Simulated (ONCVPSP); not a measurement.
## I, ONCV: configuration errors across variants

iodine, optimised norm-conserving Vanderbilt (ONCV), made with ONCVPSP 4.0.1 (PBE, fully relativistic). Core [Kr] 4d10, reference 5s2 5p4 (charge +1). Waves: 5s: rc 1.75 bohr, ncon 4, nbas 9, qcut 3.2 1/bohr, local; 5p: rc 1.75 bohr, ncon 3, nbas 7, qcut 5 1/bohr, 2 projectors, debl 0.7 Ha. Local part: the s channel. Core correction: Teter function, fcfact 1.75, rcfact 1.5.

Open shells are filled in proportion to 2j + 1.

All-electron excitation energies from the reference (eV): (1) 5s2 5p5 -11.157; (2) 5s2 5p3 19.875; (3) 5s2 5p2 49.238; (4) 5s1 5p5 10.934.

3 further variants failed, have other tests or another functional or relativity, and are left out.

A true bound ghost makes a file unfit for plane-wave use even where its test errors are small: the radial tests pick states by their node count and pass the ghost by.

Errors AE − PS in meV (a dash: test not solved or not reliable):

| change | (1) | (2) | (3) | (4) | bound ghosts | GHOST(+) flags above zero |
| --- | --- | --- | --- | --- | --- | --- |
| base | -6.2 | -16 | -79 | -9.2 | none | p3/2 |
| s: qcut 2.1; p: qcut 3.2 | -7.3 | -13 | -72 | -14 | none | p3/2, p1/2 |
| p: ncon 4, nbas 8 | -7.2 | -16 | -82 | -9.9 | p3/2 | p1/2 |
| core correction Teter function, fcfact 1.75, rcfact 1.84 | -36 | -55 | -254 | -13 | none | p3/2 |

**Question.** Give the same row for: core correction Teter function, fcfact 6.2, rcfact 1.5.

**Answer.** -19, -40, -208, -16; bound ghosts: none; GHOST(+) flags above zero: p3/2.
